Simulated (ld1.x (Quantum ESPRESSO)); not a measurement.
**What one change does to a pseudopotential (magnesium (Mg), TM)**

magnesium, norm-conserving Troullier–Martins (Kleinman–Bylander form), made with ld1.x (Quantum ESPRESSO) 7.5 (PW91, scalar-relativistic). Core [Ne], reference 3s2 3p0. Waves: 3s (bound): rc 2.25 bohr; 3p (bound, empty): rc 3.85 bohr. Local part: all-electron potential smoothed inside 1.70 bohr (lloc = -1). Core correction: none.

Change: wave 3s (bound): rc 2.25 bohr becomes 3s (bound): rc 3.36 bohr.

Cutoffs: the cutoffs (Ry, on a coarse ladder) from which the occupation-weighted sum of valence levels, in a spherical-Bessel basis at the reference potential, stays within 10 and 1 mRy of its value at 400 Ry; they do not see the model core or the augmentation charge, which bear on the density cutoff. Errors are all-electron minus pseudo energies relative to the spin-unpolarised reference configuration.

**Question.** How do hardness, ghosts and transferability respond?

**Answer.** The potential gets softer (6 Ry and 18 Ry → 6 Ry and 6 Ry); of the 5 tests that both files solve, the error grows in 1 and shrinks in 4 by more than 15 % and 0.3 meV (median size 10.6 → 8.3 meV); neither file shows a bound ghost. A larger radius leaves more room for a smooth pseudo-wave, so fewer plane waves are needed.

```tsv
quantity	base	changed
cutoff, loose	6 Ry	6 Ry
cutoff, tight	18 Ry	6 Ry
bound ghosts	none	none
error for 3s1 3p0, meV [ΔE 7.99 eV]	+11	+8.3
error for 3s1.5 3p0, meV [ΔE 3.16 eV]	+1.5	+1.9
error for 3s1 3p1, meV [ΔE 3.49 eV]	+10	+2.6
error for 3s0 3p2, meV [ΔE 7.18 eV]	+59	+34
error for 3s0 3p1, meV [ΔE 12.35 eV]	+94	+55
s: phases at 4.20 bohr within 0.05 rad from the reference energy up to (Ry; the scan ends near 5)	0.6	0.4
p: phases at 4.20 bohr within 0.05 rad from the reference energy up to (Ry; the scan ends near 5)	1.0	1.0
```
